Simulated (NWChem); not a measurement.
Si₂H₆Se; SMILES [SiH3][Se][SiH3]

Results from NWChem. Pople sets run with spherical d functions. This build's default masses of Se (78.918 u) and Br (79.917 u) are each other's, which moves their modes by up to 0.6 %. Each level has its own optimisation; frequencies are unscaled.

```tsv
level	r Se–Si (Å)	highest harmonic frequency (cm⁻¹)	lowest (cm⁻¹)	zero-point energy (kcal/mol)	dipole (D)
B3LYP/3-21G	2.399	2232	85	31.4	1.51
Hartree-Fock/6-31G*	2.293	2414	51	34.7	1.61
PBE0/def2-SVP	2.287	2259	73	32.1	0.99
```
